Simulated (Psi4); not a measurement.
Pair of molecules, SMILES O with SMILES [C-]#[O+] (the first has 3 atoms); geometry from B3LYP-D3(BJ)/def2-TZVP, rigid monomers moved along the line of their centres of mass till H2···C4 is 3.25 Å.
(charge 0, multiplicity 1):
```xyz
5

O      0.29613    -0.40782    -0.45557
H      0.14804    -0.30083     0.49154
H      0.36418     0.48596    -0.80544
C     -0.12782    -0.03424     3.72283
O     -0.17786    -0.03307     4.84474
```

Computed with SAPT0/jun-cc-pV(D+d)Z run with Psi4 1.11.

**Question.** Give the four SAPT terms and the total, and say what mostly holds the pair together.

**Answer.** electrostatics -0.61, exchange 0.13, induction -0.07, dispersion -0.16, total -0.72 kcal/mol; the largest attraction is electrostatics.
